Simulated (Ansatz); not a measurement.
`[BH2][GeH2][Br]`, relaxed with RKS PBE0-D4/def2-TZVP in Ansatz from a PBE-D4/def2-SVP geometry. The force threshold is 0.005 eV/Å; the program also tests the step.

The species carries charge 0 and has multiplicity 1.

Start:

```xyz
7

B     0.964    0.540   -0.686
Ge   -0.475   -0.284    0.535
Br   -2.312   -1.078   -0.686
H     1.963    1.006   -0.171
H     0.841    0.569   -1.891
H     0.062   -1.496    1.346
H    -1.044    0.744    1.552
```

```csv
step,energy (eV),largest force (eV/Å),largest move (Å)
1,-127290.0543,0.420,0.000
2,-127290.0712,0.123,0.041
3,-127290.0731,0.019,0.013
4,-127290.0732,0.012,0.003
5,-127290.0732,0.002,0.004
```

End:

```xyz
7

B     0.962    0.538   -0.683
Ge   -0.468   -0.280    0.543
Br   -2.279   -1.066   -0.682
H     1.948    0.993   -0.186
H     0.829    0.567   -1.867
H     0.057   -1.491    1.335
H    -1.049    0.739    1.539
```

Hardware: 2 threads of an Arm Neoverse V1 on a shared host. Wall time 25 s, peak host memory 0.39 GiB.
